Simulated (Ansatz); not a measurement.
A structure relaxed at PBE0-D4/def2-TZVP in Ansatz, charge 1, doublet:

Cartesian coordinates in Å:
```
S 0.1526 -1.0006 -0.7688
Se -0.1215 -0.2551 1.2278
Se -0.0311 1.2557 -0.4590
```

(1) Give its formula and point group.

(2) Summarise the bond lengths by kind (pairs closer than 1.2 times the sum of covalent radii, bridged metal pairs left out).

## Answers

(1) Se2S⁺. Point group Cs (tolerance 0.1 Å).

(2) 2 × S–Se 2.15 to 2.28 Å; 1 × Se–Se 2.27 Å.

The relaxation made no stability test and no search for a lower SCF solution. The structure comes from a short search, and lower isomers may exist.
